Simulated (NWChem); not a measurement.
Molecule: CH₆Ge; SMILES [CH3][GeH3]

Results from NWChem. Pople sets run with spherical d functions. B3LYP is NWChem's, with the RPA form of VWN correlation. Each level has its own optimisation; frequencies are unscaled.

| level | r C–Ge (Å) | r Ge–H (Å) | r C–H (Å) | highest harmonic frequency (cm⁻¹) | lowest (cm⁻¹) | zero-point energy (kcal/mol) | dipole (D) |
|---|---|---|---|---|---|---|---|
| Hartree-Fock/STO-3G | 1.909 | 1.434 | 1.082 | 3752 | 165 | 45.0 | 0.02 |
| Hartree-Fock/3-21G | 1.961 | 1.542 | 1.084 | 3268 | 165 | 39.3 | 0.63 |
| Hartree-Fock/6-31G* | 1.965 | 1.542 | 1.084 | 3286 | 171 | 39.5 | 0.67 |
| B3LYP/6-31G* | 1.970 | 1.549 | 1.094 | 3152 | 162 | 37.3 | 0.79 |
| LDA (Slater exchange, VWN5)/def2-SVP | 1.938 | 1.545 | 1.109 | 3104 | 173 | 36.1 | 0.80 |
| PBE/def2-SVP | 1.968 | 1.553 | 1.107 | 3097 | 166 | 36.1 | 0.76 |
| BLYP/def2-SVP | 1.986 | 1.557 | 1.107 | 3063 | 164 | 36.0 | 0.74 |
| PBE0/def2-SVP | 1.953 | 1.541 | 1.099 | 3184 | 170 | 37.3 | 0.73 |
